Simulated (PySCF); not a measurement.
The vertical singlet excitations below were computed for one of the candidates. Computed with TDDFT CAM-B3LYP/def2-SVPD, vertical, gas phase, core orbitals frozen in the response (PySCF 2.14.0, density-fitted response routines). Geometries: GFN2-xTB, one conformer each.

```tsv
state	λ (nm)	f
S1	258.8	0.0025
S2	219.4	0.0005
S3	206.4	0.096
S4	183.1	0.0006
S5	166.1	0.023
S6	163.8	0.092
S7	160.4	0.016
S8	159.6	0.015
```

Triplets computed (Tamm–Dancoff): 4.07, 4.08, 5.24 eV.

Problem. Which candidate is it? All have the formula C6H9N.
A. `C#C[C@]1(C)CCN1`
B. `C1[C@H](C12CC2)/C=N/[H]`
C. `[H]/N=C(/C(C)C)C#C`
D. `CC#CC1CNC1`

Solution. C. Its S1, at 4.79 eV, is the lowest among the candidates; the nearest of the others has S1 at 5.32 eV. S1 is HOMO→LUMO (96%). Löwdin shares by element: HOMO nitrogen 58%, carbon 26% or more (atoms not listed hold the other 16%); LUMO carbon 57% or more, nitrogen 27% (atoms not listed hold the other 16%). At the same level the other candidates give, for their lowest levels:
- `[H]/N=C/[C@@H]1CC12CC2`: 233 nm (f 0.002); 175 nm (f 0.138); 172 nm (f 0.259); 161 nm (f 0.015); 159 nm (f 0.006); T1 4.53 eV; HOMO -8.80, LUMO 1.02 eV
- `CC#CC1CNC1`: 204 nm (f 0.000); 191 nm (f 0.000); 185 nm (f 0.012); 184 nm (f 0.003 summed over 2 states); 182 nm (f 0.018); T1 5.47 eV; HOMO -7.87, LUMO 1.28 eV
- `C#C[C@]1(C)CCN1`: 196 nm (f 0.014); 191 nm (f 0.003); 186 nm (f 0.017); 184 nm (f 0.001); 175 nm (f 0.011); T1 5.39 eV; HOMO -8.06, LUMO 1.33 eV

Conformer computed: `[H]/[N:4]=[C:3](\[C:2]#[CH:1])[CH:5]([CH3:6])[CH3:7]`: C2–C3–C5–C6 -60°.
